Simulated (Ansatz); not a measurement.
Computed with Ansatz on PBE0-D4/def2-TZVP structures; ΔE is electronic, products minus reactants. CBS: MP2 limit from def2 TZ/QZ plus the TZ coupled-cluster correction, frozen cores. Double bonds are as drawn, so ΔE can hold a change between cis and trans. DFT in def2-TZVPP. B3LYP here is the variant with VWN-RPA as its local correlation; programs differ in this. Each species was taken in one conformer, which may not be the lowest.

Reaction (redistribution): `C=C[C](=C)[AlH2]` + `N/C(O)=N\[SiH3]` → `N/C(O)=[N]\[AlH2]` + `C=CC(=C)[SiH3]`

```csv
level,ΔE (kcal/mol),difference from CCSD(T)/CBS
PBE-D4,-9.6,-0.5
r2SCAN-D4,-9.8,-0.7
PBE0-D4,-9.0,0.1
ωB97X-V,-8.9,0.2
PBE,-9.6,-0.5
r2SCAN,-9.8,-0.7
PBE0,-8.9,0.2
B3LYP,-9.7,-0.6
HF/def2-TZVPP,-7.9,1.2
MP2/def2-TZVPP,-9.4,-0.3
SCS-MP2/def2-TZVPP,-9.3,-0.2
CCSD(T)/def2-TZVPP,-9.2,-0.1
HF/def2-QZVPP,-7.8,1.3
MP2/def2-QZVPP,-9.3,-0.2
HF/CBS(def2),-7.8,1.3
MP2/CBS(def2),-9.3,-0.2
CCSD(T)/CBS,-9.1,0
```

Largest T1 diagnostic among the species: 0.014.

In def2-TZVPP, CCSD(T) changes the Hartree–Fock value by −1.3 kcal/mol (the triples alone add −0.1 kcal/mol) and MP2 by −1.5 kcal/mol.
